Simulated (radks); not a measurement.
All-electron atom: the bromine ion Br5+ in [Ar] 3d10 4s2.

Calculated with a radial shooting solver on a logarithmic mesh with Libxc functionals: scalar-relativistic Kohn-Sham, LB94 model potential, spin-unpolarised, spherical densities, finite nucleus; Fermi nuclear charge, rms radius 4.1629 fm.

Energy parts (eV):
| part | energy |
|---|---|
| kinetic | 72576.928 |
| electron-nucleus | -168827.175 |
| Hartree | 27957.725 |
(The LB94 potential has no energy functional, so no total or exchange-correlation energy is given.)

Orbitals (lengths in bohr, moments of r in powers of bohr; r(90%) holds 90 % of the orbital's charge):
[
 {"orbital": "1s", "occ.": "2", "eigenvalue (eV)": "-13491.87", "r(90%)": "0.0762"},
 {"orbital": "2s", "occ.": "2", "eigenvalue (eV)": "-1835.497", "r(90%)": "0.292"},
 {"orbital": "2p", "occ.": "6", "eigenvalue (eV)": "-1632.272", "r(90%)": "0.269"},
 {"orbital": "3s", "occ.": "2", "eigenvalue (eV)": "-320.9465", "r(90%)": "0.822"},
 {"orbital": "3p", "occ.": "6", "eigenvalue (eV)": "-256.6922", "r(90%)": "0.860"},
 {"orbital": "3d", "occ.": "10", "eigenvalue (eV)": "-150.0210", "r(90%)": "0.952"},
 {"orbital": "4s", "occ.": "2", "eigenvalue (eV)": "-90.7340", "r(90%)": "2.08"},
 {"orbital": "4p", "occ.": "0", "eigenvalue (eV)": "-74.5148", "r(90%)": "2.32"},
 {"orbital": "4d", "occ.": "0", "eigenvalue (eV)": "-50.9966", "r(90%)": "2.93"},
 {"orbital": "5s", "occ.": "0", "eigenvalue (eV)": "-43.4195", "r(90%)": "4.03"},
 {"orbital": "4f", "occ.": "0", "eigenvalue (eV)": "-32.8683", "r(90%)": "3.94"}
]

The highest occupied level is 4s at -90.734 eV. The electron density at the nucleus is 4.502e+04 e/bohr^3 (large components only). Summed over all electrons, <r^2> = 12.02 bohr^2, which gives a Langevin (diamagnetic) susceptibility term of -9.52 x 10^-6 cm^3/mol. The density falls to 0.001 e/bohr^3 at r = 2.71 bohr.
